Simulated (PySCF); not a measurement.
A GIAO shielding run with PySCF (density fitting, non-relativistic, gas phase) on `S[SiH2][SiH2]c1ccncc1`, C5H9NSSi2:

```
$ OMP_NUM_THREADS=1 python probes_run.py task.json out

{"job": {"kind": "nmr", "xc": "PBE0", "basis": "pcSseg-1"}, "charge": 0, "multiplicity": 1}
S      4.528354    -0.422375     0.155202
Si     2.413474    -0.425901     0.598187
Si     1.211059     0.399753    -1.206409
C     -0.619536     0.270895    -0.762841
C     -1.345241    -0.894149    -0.994455
C     -2.678470    -0.950939    -0.623943
N     -3.315896     0.054481    -0.048622
C     -2.635789     1.165422     0.178137
C     -1.300607     1.321827    -0.155721
H      4.468835    -1.161495    -0.942175
H      2.392875     0.390061     1.806791
H      2.095244    -1.804960     0.977723
H      1.418053    -0.374788    -2.440885
H      1.493900     1.805819    -1.520982
H     -0.876350    -1.745761    -1.465157
H     -3.270316    -1.841751    -0.793500
H     -3.192834     1.965554     0.649143
H     -0.795513     2.254624     0.048333
```

Hardware: 1 thread of an Arm Neoverse N1, shared host. The job also computes population analyses, field gradients, ring-centre shieldings.

(1) How large is the calculation?

(2) How long does it take, and how much memory does it need?

## Answers

(1) 90 electrons, 219 basis functions and 1200 auxiliary functions.

(2) 98 s of wall time, with 14 SCF cycles and 5 response iterations; peak memory 1.1 GiB. Times on a shared host scatter by some tens of per cent.
